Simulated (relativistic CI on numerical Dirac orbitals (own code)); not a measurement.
**Crystal-field levels of Zr3+, 4d**

Calculated by Dirac-Coulomb-Breit CI, orbitals from a KLI potential per configuration, model QED, one configuration in a parametric crystal field, unscaled Slater integrals (own radial code).

Field parameters in Wybourne normalisation: Td as Oh with Dq negative (B⁴₀ = 21Dq, B⁴₄ = √(5/14) B⁴₀). The field is a parameter set, without covalency.

S is read from ⟨S²⟩ = S(S + 1).

Levels (cm⁻¹, degeneracy): 0 (4), 15217 (4), 15865 (2).

(1) Which field gives this pattern?
A. Td, 10Dq = -19650 cm⁻¹
B. Td, 10Dq = -6900 cm⁻¹
C. Td, 10Dq = -15400 cm⁻¹
D. Td, 10Dq = -13300 cm⁻¹

## Answers

(1) C. Td, 10Dq = -15400 cm⁻¹, ground level with S = 0.50.
